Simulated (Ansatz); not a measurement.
Input file for CH4AlNS:

```yaml
crystal:
  periodic: [false, false, false]
  atoms:
    - {symbol: N, position_ang: [-0.412123, 1.551320, -0.290959]}
    - {symbol: C, position_ang: [-0.275004, 0.279356, -0.011223]}
    - {symbol: Al, position_ang: [0.703781, -1.420486, 0.177623]}
    - {symbol: S, position_ang: [-1.512021, -0.729355, 0.528970]}
    - {symbol: H, position_ang: [0.375957, 2.090319, -0.609221]}
    - {symbol: H, position_ang: [-1.299894, 2.028892, -0.197866]}
    - {symbol: H, position_ang: [1.567734, -1.600397, 1.494076]}
    - {symbol: H, position_ang: [0.943869, -2.256650, -1.147100]}
basis:
  gaussian: {orbitals: def2-TZVPP}
correlation: {method: ccsd_t}
output: {orbitals: {seedname: orbitals}}
```

```sh
$ ansatz run in.yaml --threads 2 --pin off --events-out ev --progress --plain --max-ram 4352MiB
```

The program prints (abridged):

```
Functional definition: HF
1184 factors; integrals over basis functions are off by at most 1.2e-3 eV
mean field evaluation 1: about -19975.1937 eV, gradient 2.6e1 eV
mean field evaluation 2: about -19975.4414 eV, gradient 2.6e1 eV
mean field evaluation 4: about -19977.3892 eV, gradient 3.8e0 eV
mean field evaluation 8: about -19977.4461 eV, gradient 3.5e-1 eV
mean field evaluation 16: about -19977.4475 eV, gradient 1.6e-6 eV
mean field -19977.44746870 eV, -734.1576532746 hartree, gradient 1.6e-6 eV, S^2 0.000000; 0 other end points of the search recorded, 0 dependent functions left out
12 core orbitals not correlated: weight in the atoms' cores, before any rotation towards them, 1.000 or more for the frozen orbitals, at most 0.000 for the correlated occupied ones
reference -19977.44746870 eV, -734.1576532746 hartree; 11, 11 occupied and 179, 179 virtual orbitals, 1184 factors
second order -16.78885957 eV of doubles, -0.00000000 eV of singles
cycle   1  -17.18487005 eV  change   -4.0e-1 eV  update   1.1e-1
cycle   2  -17.68327619 eV  change   -5.0e-1 eV  update   3.4e-2
cycle   3  -17.80947859 eV  change   -1.3e-1 eV  update   2.0e-2
cycle   4  -17.79650497 eV  change    1.3e-2 eV  update   6.4e-3
cycle   5  -17.79419210 eV  change    2.3e-3 eV  update   3.2e-3
cycle   6  -17.79474943 eV  change   -5.6e-4 eV  update   9.9e-4
cycle   7  -17.79429118 eV  change    4.6e-4 eV  update   4.9e-4
cycle   8  -17.79430339 eV  change   -1.2e-5 eV  update   2.0e-4
cycle   9  -17.79437291 eV  change   -7.0e-5 eV  update   8.6e-5
cycle  10  -17.79432808 eV  change    4.5e-5 eV  update   2.9e-5
cycle  11  -17.79434933 eV  change   -2.1e-5 eV  update   9.8e-6
perturbative correction -0.85318109 eV, -0.0313538267 hartree
Total energy: -19996.09499912 eV, -734.8429373778 hartree
```

Run time 61 s (2 threads of an Arm Neoverse V1 on a shared host); peak host memory 2.4 GiB.

MP2 recovers 90.0 % of the CCSD(T) correlation energy and the triples give 4.6 %; T1 = 0.0173.
